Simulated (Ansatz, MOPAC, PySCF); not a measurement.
Complex: HF (SMILES F) (first 2 atoms) with C4H6 (SMILES C=CC=C); geometry from B3LYP-D3(BJ)/def2-TZVP.
(charge 0, multiplicity 1):
```xyz
12

F      0.5360     0.0197     0.2479
H      0.6546     0.2495     1.1478
C      1.0991     1.2997     3.0001
C      0.6517     0.1078     3.4137
C     -0.7408    -0.1942     3.6943
C     -1.1686    -1.3883     4.1038
H      0.4249     2.1366     2.8592
H      2.1500     1.4782     2.8169
H      1.3587    -0.7050     3.5559
H     -1.4515     0.6147     3.5534
H     -2.2139    -1.5786     4.3046
H     -0.4818    -2.2141     4.2481
```

Counterpoise-corrected where a basis set is named; no monomer relaxation. Rows marked so take none.

Rows in 3-21G carry no dispersion term and start afresh at each structure. The state that PM7 reach isn't checked; PM7 holds dispersion and hydrogen-bond terms.

Codes used: Ansatz (a program for electronic structure); MOPAC for PM7 (differences of heats of formation); PySCF for 3-21G rows, the dispersion terms. 

One of these levels gives -16.5 kJ/mol for the interaction energy. Name it.
(A) PM7
(B) B3LYP/def2-TZVPPD
(C) HF/3-21G (no counterpoise)
(D) revPBE-D3(BJ)/def2-TZVPPD

B, B3LYP/def2-TZVPPD. The others give -6.7 (PM7), -17.9 (HF/3-21G (no counterpoise)), -21.8 (revPBE-D3(BJ)/def2-TZVPPD)
